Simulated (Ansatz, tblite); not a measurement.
Cost and result up the ladder for K2Se⁻ (3 atoms). Total charge -1; doublet. Geometry: r2SCAN-D4/def2-TZVPD.

```xyz
3

K     0.515   -2.223    0.632
K     0.604    1.991   -1.130
Se   -1.119    0.232    0.498
```

Ansatz on 4 threads of Arm Neoverse V1 on a shared host; xTB runs through tblite on one thread. Times are rough, summed over both states, and most runs start from the orbitals of an earlier one. B2PLYP/def2-TZVPD serves as the yardstick here, not as an exact answer. The other state is a quartet at its own geometry, which has other bonds, so the gap mixes isomer and spin.

The xTB rows come from tblite. Correlated methods freeze 19 core orbitals; core or outer-core shells of K, Se are correlated, in sets that lack core-valence functions. The structure comes from a short search, and lower isomers may exist.

Run but left out: HF/def2-TZVPPD, MP2/def2-TZVPPD, CCSD/def2-TZVPPD, CCSD(T)/def2-TZVPPD (flagged by the program: other roots).

Correlated methods converge slowly with the basis.

xTB has no spin-polarisation term.

```csv
level,functions,quartet − doublet (eV),difference from B2PLYP/def2-TZVPD (eV),remarks
ωB97X-V/def2-TZVPD,129,0.80,-0.14,–
ωB97M-V/def2-TZVPD,129,1.00,0.06,–
r2SCAN0-D4/def2-TZVPD,129,0.92,-0.02,"HOMO above zero (doublet), HOMO above zero (quartet)"
PBE-D4/def2-TZVPD,129,1.14,0.20,"HOMO above zero (doublet), HOMO above zero (quartet)"
BLYP-D4/def2-TZVPD,129,1.11,0.17,"HOMO above zero (doublet), HOMO above zero (quartet)"
RPA@PBE/def2-TZVPD,129,0.69,-0.25,–
B2PLYP/def2-TZVPD,129,0.94,0.00,–
MP2/def2-TZVPD,129,0.88,-0.06,–
GFN1-xTB,17,4.69,3.75,–
PBE0-D4/def2-TZVPD (with forces),129,0.92,-0.02,"HOMO above zero (doublet), HOMO above zero (quartet)"
GFN2-xTB,17,4.13,3.19,–
r2SCAN-D4/def2-TZVPD,129,1.09,0.15,"HOMO above zero (doublet), HOMO above zero (quartet)"
```

(1) Estimate how long each takes.

Results:

(1) GFN2-xTB 0.004 s; GFN1-xTB 0.011 s; MP2/def2-TZVPD 5.5 s; RPA@PBE/def2-TZVPD 9 s; PBE-D4/def2-TZVPD 9.7 s; BLYP-D4/def2-TZVPD 11 s; B2PLYP/def2-TZVPD 19 s; r2SCAN-D4/def2-TZVPD 27 s; r2SCAN0-D4/def2-TZVPD 32 s; ωB97M-V/def2-TZVPD 58 s; PBE0-D4/def2-TZVPD (with forces) 59 s; ωB97X-V/def2-TZVPD 62 s. On shared hardware such times vary by a factor of up to 3.
